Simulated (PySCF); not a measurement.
Compound: C₄H₈F₂O₂Si.
SMILES with atom numbers: `[F:1][CH:2]([F:3])[C@H:4]1[CH2:5][CH2:6][O:7][SiH2:8][O:9]1` (hydrogens: H10 on C2; H11 on C4; H12, H13 on C5; H14, H15 on C6; H16, H17 on Si8)

The same species was optimised twice, with GFN2-xTB and with PBE0-D3(BJ)/def2-SVP (PySCF), and the same property calculations (PySCF, gas phase) were run on both structures.

```csv
coordinate,GFN2-xTB,PBE0-D3(BJ)/def2-SVP,change
O7–Si8 (Å),1.625,1.658,+0.033
Si8–O9 (Å),1.645,1.676,+0.031
C2–C4 (Å),1.537,1.522,-0.015
C4–O9 (Å),1.391,1.404,+0.013
C6–O7 (Å),1.404,1.412,+0.008
F1–C2 (Å),1.352,1.358,+0.006
C2–F3 (Å),1.355,1.349,-0.006
C5–C6 (Å),1.527,1.524,-0.003
C4–C5 (Å),1.533,1.530,-0.003
F1–C2–C4 (°),112.8,110.4,-2.4
O7–Si8–O9 (°),108.1,106.1,-2.0
F1–C2–F3 (°),106.2,107.8,+1.6
C4–C5–C6 (°),113.8,114.9,+1.1
C5–C4–O9 (°),113.6,113.0,-0.6
C6–O7–Si8 (°),122.2,121.7,-0.5
C2–C4–O9 (°),108.8,108.3,-0.5
C4–O9–Si8 (°),122.4,121.9,-0.5
F1–C2–C4–C5 (°),-58,-65,-7
```

Rotational constants: A = 2409, B = 1083, C = 991.0 MHz (GFN2-xTB) against A = 2346, B = 1122, C = 1010 MHz (PBE0-D3(BJ)/def2-SVP). Point groups within 0.08 Å: C1 and C1.

On the GFN2-xTB structure: HOMO (eV) -7.92 [PBE0/pcSseg-1]; LUMO (eV) 0.91 [PBE0/pcSseg-1]; dipole (D) 1.22 [PBE0/pcSseg-1]; GIAO shielding of F1 (ppm) 325.2 [PBE0/pcSseg-1]; GIAO shielding of C2 (ppm) 62.6 [PBE0/pcSseg-1]; GIAO shielding of F3 (ppm) 318.2 [PBE0/pcSseg-1]; GIAO shielding of C4 (ppm) 113.0 [PBE0/pcSseg-1]; GIAO shielding of C5 (ppm) 155.2 [PBE0/pcSseg-1]; GIAO shielding of C6 (ppm) 123.3 [PBE0/pcSseg-1]; GIAO shielding of O7 (ppm) 304.3 [PBE0/pcSseg-1]; GIAO shielding of Si8 (ppm) 381.1 [PBE0/pcSseg-1].

Problem. What do these properties become on the PBE0-D3(BJ)/def2-SVP structure?

Solution. 
```tsv
property	level	on GFN2-xTB	on PBE0-D3(BJ)/def2-SVP	change
HOMO (eV)	PBE0/pcSseg-1	-7.92	-7.97	-0.05
LUMO (eV)	PBE0/pcSseg-1	0.91	0.76	-0.15
dipole (D)	PBE0/pcSseg-1	1.22	1.48	+0.26
energy, GFN2-xTB geometry as zero (kcal/mol)	PBE0/pcSseg-1	0.0	-2.6	-2.6
GIAO shielding of F1 (ppm)	PBE0/pcSseg-1	325.2	320.9	-4.3
GIAO shielding of C2 (ppm)	PBE0/pcSseg-1	62.6	63.9	+1.3
GIAO shielding of F3 (ppm)	PBE0/pcSseg-1	318.2	320.6	+2.4
GIAO shielding of C4 (ppm)	PBE0/pcSseg-1	113.0	112.1	-0.9
GIAO shielding of C5 (ppm)	PBE0/pcSseg-1	155.2	154.4	-0.8
GIAO shielding of C6 (ppm)	PBE0/pcSseg-1	123.3	121.2	-2.1
GIAO shielding of O7 (ppm)	PBE0/pcSseg-1	304.3	295.8	-8.5
GIAO shielding of Si8 (ppm)	PBE0/pcSseg-1	381.1	378.3	-2.8
```

The heavy atoms differ by 0.083 Å rms after alignment. Among bonds between heavy atoms O7–Si8 changes most (+0.033 Å). Changes are differences of the printed values. Neither structure is proved a minimum here.
